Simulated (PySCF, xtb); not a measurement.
Ga(I)2(OH) (GaHI₂O), SMILES [I][Ga]([OH])[I]. The values are those of a single conformer.

Harmonic wavenumbers (cm⁻¹) from GFN2-xTB run with xtb at its own minimum, in rising order: 62, 101, 136, 213, 325, 331, 446, 587, 3639.

Question: What does r2SCAN-D4/def2-SVP run with PySCF give at its own minimum? (An estimate is asked for; the answer gives what the named calculation found.)

Answer: 66, 126, 143, 206, 295, 347, 715, 807, 3834. Paired by order, the mean absolute difference is 86 cm⁻¹ and the zero-point energies are 8.3 and 9.4 kcal/mol.
